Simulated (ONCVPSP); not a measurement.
Cutoff test, Ir, ONCV

```json
{
 "Element": "Ir (Z = 77)",
 "Generator": "ONCVPSP 4.0.1",
 "Type": "optimised norm-conserving Vanderbilt (ONCV)",
 "Functional": "LDA (Perdew-Zunger)",
 "Relativity": "scalar-relativistic",
 "Frozen core": "[Kr] 4d10 4f14",
 "Valence charge": "17",
 "Reference configuration": "5s2 5p6 5d8 6s1",
 "Partial waves": "5s+6s: rc 1.65 bohr, ncon 4, nbas 8, qcut 6.6 1/bohr, 2 projectors; 5p: rc 1.10 bohr, ncon 4, nbas 7, qcut 6.9 1/bohr, 2 projectors, debl 2.9 Ha; 5d: rc 1.95 bohr, ncon 4, nbas 9, qcut 8.8 1/bohr, 2 projectors, debl 0.8 Ha",
 "Local potential": "polynomial inside 0.80 bohr (lpopt 5, dvloc0 0 Ha)",
 "Core correction": "Teter function, fcfact 6, rcfact 1.1"
}
```

Problem. For each optimised wave give the share of its norm inside rc, the residual kinetic energy above qcut (Ha) and the cutoffs (Ha) for errors of 10, 1, 0.1 and 0.01 mHa per electron.

Solution.

| wave | norm inside rc | residual KE | 10 mHa | 1 mHa | 0.1 mHa | 0.01 mHa |
| --- | --- | --- | --- | --- | --- | --- |
| 5s | 0.967 | 5.6e-05 | 12.5 | 17.2 | 20.7 | 59.8 |
| 6s | 0.073 | 7.1e-05 | 8.2 | 16.7 | 21.1 | 52.8 |
| 5p | 0.501 | 2.0e-02 | 29.3 | 102.5 | 122.9 | 162.7 |
| p projector 2 | 0.036 | 3.3e-03 | 15.8 | 34.4 | 140.5 | 172.7 |
| 5d | 0.666 | 2.5e-09 | 14.4 | 19.4 | 23.8 | 27.7 |
| d projector 2 | 0.140 | 8.0e-10 | 12.8 | 17.9 | 22.3 | 26.3 |

The occupied waves need 102 Ha and 123 Ha for 1 and 0.1 mHa. Note: ghosts flagged at negative energy: s at -199.9 eV; GHOST(+) flagged for p at 184.7 eV. A true bound ghost makes a file unfit for plane-wave use.
